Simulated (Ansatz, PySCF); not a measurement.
The pair A = H3In (SMILES [InH3]) (first 4 atoms), B = NH3 (SMILES N); geometry from B3LYP-D3(BJ)/def2-TZVP.
(charge 0, multiplicity 1):
```xyz
8

In     0.6411     0.5716     0.7356
H      1.7057    -0.7881     0.5129
H     -0.7505     0.7307    -0.2988
H      1.2379     1.9805     1.5667
N     -0.5583    -0.3534     2.6348
H     -1.2680     0.2934     2.9614
H      0.0759    -0.5413     3.4036
H     -1.0152    -1.2229     2.3823
```

Cores are frozen in the correlated methods. Filled d and f shells under p-block atoms count as core. CBS(a, b) extrapolates the correlation energy as X⁻³ and adds the Hartree–Fock energy of set b. MP2 and its Hartree–Fock in def2-QZVPPD are density fitted.

Codes used: Ansatz (a first-principles code) with Gaussian orbitals; PySCF for the dispersion terms.  In def2 rows elements past Kr take small-core potentials, without spin–orbit coupling.

The monomers are drawn apart, rigid, along the line of their centres of mass. Counterpoise-corrected interaction energies (kcal/mol):

```json
[
 {"level": "PBE/def2-TZVPPD", "R = 3.469 Å": "-8.1721", "R = 4.441 Å": "-2.7455"},
 {"level": "PBE-D3(BJ)/def2-TZVPPD", "R = 3.469 Å": "-8.8931", "R = 4.441 Å": "-3.0400"},
 {"level": "wB97M-V/def2-TZVPPD", "R = 3.469 Å": "-8.7546", "R = 4.441 Å": "-2.9644"},
 {"level": "MP2/CBS(def2-TZVPPD, def2-QZVPPD) + ΔCCSD(T)/def2-TZVPPD", "R = 3.469 Å": "-8.6378", "R = 4.441 Å": "-3.0527"}
]
```

Problem. R is the distance of the centres of mass. Find the local exponent m of E ∝ R⁻ᵐ between the two points.

Solution. 
m = ln(E₁/E₂)/ln(R₂/R₁): PBE/def2-TZVPPD 4.4; PBE-D3(BJ)/def2-TZVPPD 4.3; wB97M-V/def2-TZVPPD 4.4; MP2/CBS(def2-TZVPPD, def2-QZVPPD) + ΔCCSD(T)/def2-TZVPPD 4.2. For scale, two fixed dipoles give m = 3, dipole and quadrupole 4, quadrupoles 5, and dispersion or dipole-induced dipole 6 at long range; at these distances several terms mix, and what is left of overlap and damping shifts m, so it need not match one of them.
